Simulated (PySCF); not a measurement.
C₃H₂F₃, SMILES F[C](F)C(=C)F (connectivity only; charge and spin as stated), charge +1, multiplicity 1.

Geometry optimised at PBE0-D3(BJ)/def2-SVP. The spin state was assumed, not searched. The isomer is the one that the SMILES or the coordinates give; other isomers of the formula were not compared. Other conformers were not sampled.

Calculation: PBE/def2-TZVP (PySCF).

Symmetry labels are those of the subgroup Cs that the program uses (full group Cs).

Task: List the valence orbital energies around the gap with their symmetry. (Estimate from the structure and the level; the computed values follow.)

Result: 
| orbital | symmetry | energy (eV) |
|---|---|---|
| HOMO−7 | A' | -18.88 |
| HOMO−6 | A" | -18.57 |
| HOMO−5 | A' | -18.39 |
| HOMO−4 | A' | -17.95 |
| HOMO−3 | A" | -17.91 |
| HOMO−2 | A' | -16.77 |
| HOMO−1 | A' | -15.78 |
| HOMO | A" | -13.84 |
| LUMO | A" | -10.89 |
| LUMO+1 | A" | -6.43 |
| LUMO+2 | A' | -5.29 |
| LUMO+3 | A' | -4.73 |
